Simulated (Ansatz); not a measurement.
`FC[CH2][SnH3]` + HCl → `FCCCl` + `[SnH4]`  (substitution at a C–Sn bond)

Program: Ansatz. Geometries: PBE0-D4/def2-TZVP. ΔE: electronic, gas phase. CCSD(T)/CBS adds triple-zeta CCSD(T) − MP2 to the extrapolated MP2 energy (def2 sets, frozen cores). This one scheme is used for every species. DFT in def2-TZVPP. B3LYP here is the variant with VWN-RPA as its local correlation; programs differ in this. Elements past krypton have def2 core potentials. For Sn outer-core shells are correlated without core-valence functions, which leaves a few kJ/mol of doubt a bond. One conformer a species, not always the lowest.

```csv
level,ΔE (kJ/mol)
B3LYP-D4,39.1
PBE,37.8
CCSD(T)/def2-TZVPP,46.2
HF/CBS(def2),26.9
```

**Question.** What does CCSD(T)/CBS give? (An estimate is asked.)

**Answer.** Ansatz gave: +49.7 kJ/mol. The listed levels differ from it by -10.6, -11.9, -3.5, -22.8 kJ/mol.

Largest T1 diagnostic among the species: 0.013.

In def2-TZVPP, CCSD(T) changes the Hartree–Fock value by +19.9 kJ/mol (the triples alone add +1.3 kJ/mol) and MP2 by +25.6 kJ/mol. The D4 term adds +3.9 kJ/mol with B3LYP and +2.3 kJ/mol with PBE0; it sums over pairs of atoms, weighted by their polarisabilities, and B3LYP, whose exchange is more repulsive, gets the larger term.

CCSD(T)/CBS has its own doubt, a few kJ/mol and more with outer-core shells, so smaller differences from it don't rank the levels.
